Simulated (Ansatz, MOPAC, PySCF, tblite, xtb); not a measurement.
System: BeF2, singlet: map of symmetric stretch and bend. Scanned: Be-F bond length and F-Be-F angle.

- GFN2-xTB, 300 K electronic temperature (tblite)
- RHF/def2-TZVP, density fitting (PySCF)
- r2SCAN/def2-TZVP, density fitting (PySCF)
- CAM-B3LYP/def2-TZVP, density fitting (PySCF)
- RHF/aug-cc-pVTZ (Ansatz, a first-principles code)
- MP2/aug-cc-pVTZ = MP2 on RHF/aug-cc-pVTZ, frozen core in Ansatz
- CCSD/aug-cc-pVTZ = CCSD on RHF/aug-cc-pVTZ, frozen core (Ansatz)
- CCSD(T)/aug-cc-pVTZ = CCSD(T) on RHF/aug-cc-pVTZ, frozen core run with Ansatz
- CCSDT/cc-pVDZ = CCSDT on RHF/cc-pVDZ, frozen core (Ansatz)
- CCSDT(Q)/cc-pVDZ = Ansatz with CCSDT(Q) on RHF/cc-pVDZ, frozen core
- RKS-PBE/aug-cc-pVTZ = restricted PBE/aug-cc-pVTZ (Ansatz)
- PM7, restricted, heats of formation (MOPAC)
- PM6, restricted, heats of formation (MOPAC)
- GFN1-xTB (xtb)
- RKS-B3LYP/6-31G* = restricted B3LYP/6-31G*, spherical d run with PySCF
- RKS-B3LYP/6-311+G** = PySCF with restricted B3LYP/6-311+G**, spherical d
- RMP2/6-31G* = PySCF with restricted MP2 (frozen core)/6-31G*, spherical d
- RKS-B3LYP/3-21G = PySCF with restricted B3LYP/3-21G

Energies in kJ/mol at chosen points (x: Be-F bond length (Å); y: F-Be-F angle (°)), relative to x = 1.40, y = 180:

```csv
method,"(1.26, 96.23)","(1.68, 130.77)","(1.33, 148.04)","(1.47, 130.77)","(1.75, 148.04)","(1.17, 130.77)","(1.86, 139.41)"
GFN2-xTB,241.0,179.4,14.8,46.6,222.9,268.6,310.8
RHF,362.7,267.6,27.4,89.3,314.2,297.1,449.2
r2SCAN,358.3,227.6,33.7,76.1,267.8,315.4,386.9
CAM-B3LYP,355.9,238.1,31.8,79.9,279.6,308.5,403.1
RHF/aug-cc-pVTZ,356.8,272.0,24.8,87.8,321.4,292.6,459.0
MP2/aug-cc-pVTZ,370.1,225.2,36.8,74.5,265.1,331.8,387.0
CCSD/aug-cc-pVTZ,364.6,238.0,33.4,77.7,280.8,320.6,407.2
CCSD(T)/aug-cc-pVTZ,366.0,230.4,34.9,75.6,271.7,325.5,394.8
CCSDT/cc-pVDZ,424.0,201.4,53.5,64.0,241.7,409.0,368.9
CCSDT(Q)/cc-pVDZ,424.3,200.7,53.6,63.8,240.8,409.4,367.4
RKS-PBE/aug-cc-pVTZ,361.5,216.3,36.3,71.5,255.2,326.4,371.1
PM7,168.0,284.3,3.5,62.1,353.2,230.3,496.8
PM6,266.1,277.3,32.4,62.2,348.1,386.4,498.0
GFN1-xTB,256.8,162.5,17.9,38.4,205.1,290.6,288.6
RKS-B3LYP/6-31G*,362.1,242.8,31.4,74.3,291.3,325.1,422.3
RKS-B3LYP/6-311+G**,372.6,223.9,38.7,77.5,262.0,328.9,381.2
RMP2/6-31G*,385.1,234.3,37.9,71.9,281.8,346.9,415.4
RKS-B3LYP/3-21G,375.9,247.3,28.8,66.3,306.1,363.6,441.3
```
